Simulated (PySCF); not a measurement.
F4Ti, SMILES [F][Ti]([F])([F])[F] (connectivity only; charge and spin as stated), charge +1, multiplicity 2.

The structure is a stationary point at PBE-D3(BJ)/def2-SVP. The spin state was assumed, not searched. The isomer is the one that the SMILES or the coordinates give; other isomers of the formula were not compared.

All values below come from PBE-D3(BJ)/def2-SVP (PySCF 2.14.0).

Frequencies are harmonic and unscaled.

```
mode  ν (cm⁻¹)  IR (km/mol)  moving atoms (share of kinetic energy)
----  --------  -----------  --------------------------------------
1          103         44.2                         F 68 %, Ti 32 %
2          135          0.0                                 F 100 %
3          155         11.2                         F 77 %, Ti 23 %
4          197          2.1                                  F 96 %
5          254         11.1                         F 86 %, Ti 14 %
6          414          0.1                         F 72 %, Ti 28 %
7          633         29.3                         F 87 %, Ti 13 %
8          844        112.7                         F 69 %, Ti 31 %
9          893        154.7                         F 62 %, Ti 38 %
```
